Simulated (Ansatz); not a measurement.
Process, species as SMILES: [H]/[C]=C\Cl → 2 C atom + Cl atom + 2 H atom
B3LYP-D3(BJ)/def2-TZVP geometries, fixed; electronic energies without zero-point terms.

The atomisation energy at CCSD(T) with Ansatz (a first-principles code), in kcal/mol, split into its Hartree-Fock and correlation parts. Cores are frozen. An unrestricted Hartree-Fock determinant is markedly spin-contaminated. Open shells are unrestricted. No added dispersion term, no relativity. Functions are those of the species that has most.

```csv
basis,X,functions,Hartree-Fock,CCSD(T)
cc-pV(D+d)Z,2,61,299.09,386.43
cc-pV(T+d)Z,3,127,306.07,409.77
cc-pV(Q+d)Z,4,234,306.80,417.33
```

Worked estimate of the basis-set limit from each neighbouring pair, with Hartree-Fock from the larger set and the correlation part extrapolated as X^-3.
Correlation parts: X = 2: 87.34, X = 3: 103.70, X = 4: 110.53.
- (2,3): (27·(103.70) - 8·(87.34))/19 = 110.59; with Hartree-Fock 306.07 the estimate is 416.66 kcal/mol.
- (3,4): (64·(110.53) - 27·(103.70))/37 = 115.51; with Hartree-Fock 306.80 the estimate is 422.31 kcal/mol.
The last two estimates differ by 5.66 kcal/mol; the largest set lies 4.98 from the last. Over the last step Hartree-Fock moves by 0.73 and the correlation part by 6.83.
